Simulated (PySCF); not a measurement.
CaCl, charge +1. Atoms are numbered in the order given.

```xyz
2

Ca     0.0000     0.0000    -1.0649
Cl     0.0000     0.0000     1.2528
```
Charge +1, spin multiplicity 1.

Coordinates come from a PBE0-D3(BJ)/def2-TZVPD optimisation. The multiplicity is an assumed one; other spin states were not compared.

Level of theory: TDA-PBE0/def2-TZVPD (PySCF).

Vertical excitations; the highest root listed may be one member of a degenerate set.  State labels are in the subgroup C2v.

**Question.** Estimate the UV-visible absorptions. (An estimate is asked for; the answer gives what the named calculation found.)

**Answer.** 
```json
[
 {"state": "S1", "symmetry": "B2", "energy (eV)": "4.54", "λ (nm)": "273", "f": "0.013", "main pairs": "HOMO→LUMO (degenerate set)"},
 {"state": "S2", "symmetry": "B1", "energy (eV)": "4.54", "λ (nm)": "273", "f": "0.013", "main pairs": "HOMO−1→LUMO (degenerate set)"},
 {"state": "S3", "symmetry": "A1", "energy (eV)": "5.13", "λ (nm)": "242", "f": "0.022", "main pairs": "HOMO−2→LUMO 97 %"},
 {"state": "S4", "symmetry": "B1", "energy (eV)": "5.62", "λ (nm)": "221", "f": "0.000", "main pairs": "HOMO→LUMO+2, HOMO−1→LUMO+1 (degenerate set)"},
 {"state": "S5", "symmetry": "B2", "energy (eV)": "5.62", "λ (nm)": "221", "f": "0.000", "main pairs": "HOMO−1→LUMO+2, HOMO→LUMO+1 (degenerate set)"},
 {"state": "S6", "symmetry": "B1", "energy (eV)": "5.70", "λ (nm)": "217", "f": "0.008", "main pairs": "HOMO−1→LUMO+1, HOMO→LUMO+2 (degenerate set)"},
 {"state": "S7", "symmetry": "B2", "energy (eV)": "5.70", "λ (nm)": "217", "f": "0.008", "main pairs": "HOMO→LUMO+1, HOMO−1→LUMO+2 (degenerate set)"},
 {"state": "S8", "symmetry": "A2", "energy (eV)": "5.84", "λ (nm)": "212", "f": "0.000", "main pairs": "HOMO→LUMO+3 48 %, HOMO−1→LUMO+4 48 %"},
 {"state": "S9", "symmetry": "A2", "energy (eV)": "5.87", "λ (nm)": "211", "f": "0.000", "main pairs": "HOMO−1→LUMO+4, HOMO→LUMO+3 (degenerate set)"},
 {"state": "S10", "symmetry": "A1", "energy (eV)": "5.87", "λ (nm)": "211", "f": "0.000", "main pairs": "HOMO→LUMO+4, HOMO−1→LUMO+3 (degenerate set)"},
 {"state": "T1", "symmetry": "B2", "energy (eV)": "4.47", "λ (nm)": "277", "f": "0", "main pairs": "HOMO→LUMO (degenerate set)"},
 {"state": "T2", "symmetry": "B1", "energy (eV)": "4.47", "λ (nm)": "277", "f": "0", "main pairs": "HOMO−1→LUMO (degenerate set)"},
 {"state": "T3", "symmetry": "A1", "energy (eV)": "4.94", "λ (nm)": "251", "f": "0", "main pairs": "HOMO−2→LUMO 98 %"},
 {"state": "T4", "symmetry": "A1", "energy (eV)": "5.54", "λ (nm)": "224", "f": "0", "main pairs": "HOMO→LUMO+4 44 %, HOMO−1→LUMO+3 44 %"}
]
```
Triplets are in the Tamm–Dancoff approximation.
